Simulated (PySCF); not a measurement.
A structure optimised at B3LYP-D3(BJ)/def2-SVP, used in a PySCF frequency run:

```xyz
8

Sn    -0.2930     0.0825     0.0000
C      0.6791    -1.8401     0.0000
F      1.1558     1.3982     0.0000
H     -1.1835     0.4169    -1.4331
H     -1.1835     0.4169     1.4331
H      1.3071    -1.9314     0.8972
H     -0.0752    -2.6408     0.0000
H      1.3071    -1.9314    -0.8972
```
Charge 0, spin multiplicity 1.

Write its SMILES, formula and point group.

[CH3][SnH2][F], CH₅FSn, Cs

What are its rotational constants (standard atomic weights)?

9.7344, 5.0582, 3.6021 GHz
